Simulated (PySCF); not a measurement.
IO⁻: one state, many levels of theory

State: ¹Σ⁺ (singlet), closed shell. Set-up: basis I aug-cc-pVDZ-PP with ECP28, O aug-cc-pVDZ; scalar-relativistic core potentials; PySCF 2.14. De refers to I⁻ + O in their high-spin ground configurations, without counterpoise correction. A positive dipole points towards O; it is taken about the centre of mass and depends on that origin.

```csv
Level,Re (Å),ωe (cm⁻¹),De (eV),μ (D),"CPU s a point (SCF and correlation, without the integrals)"
RHF,1.968,561,n/a,-4.07,0.1
RHF-MP2,1.960,685,1.55,n/a,0.17
RHF-SCS-MP2,1.967,662,1.38,n/a,n/a
RHF-CCSD,1.993,574,1.07,n/a,n/a
RHF-CCSD(T),2.005,554,1.30,n/a,4.5
PBE,1.996,576,2.05,-4.26,0.77
TPSS,1.996,575,1.69,-4.18,1.2
r²SCAN,1.983,590,1.55,-4.21,1.1
PBE0,1.970,604,1.39,-4.21,1.4
B97-3,1.977,591,1.41,-4.24,0.63
BHandHLYP,1.971,591,0.70,-4.28,0.64
```

The bond length runs from 1.960 Å (RHF-MP2) to 2.005 Å (RHF-CCSD(T)). De spans 0.70 eV (BHandHLYP, global hybrid GGA) to 2.05 eV (PBE, GGA).

Correlated steps freeze 5 core orbitals. Correlated levels converge slowly with the basis: in double zeta they bind strong bonds too weakly, by up to about 1 eV, and carry superposition errors of some tenths. These are scalar-relativistic numbers at best; spin–orbit coupling would shift them, the dissociation energy most. For an ion De counts to the pair picked by the measured ionisation energies or electron affinities, which need not be the lowest pair at this level. Where the molecule has an RHF reference, its open-shell atoms are computed with UHF. The highest Kohn–Sham level is positive in this anion. Much of that is self-interaction error, but it also means that the finite basis helps to hold the extra electron.

The whole job (state search and all levels along the bond) took about 2.2 min on 1 thread of Arm Neoverse V1 (shared host), peak memory 0.67 GiB.
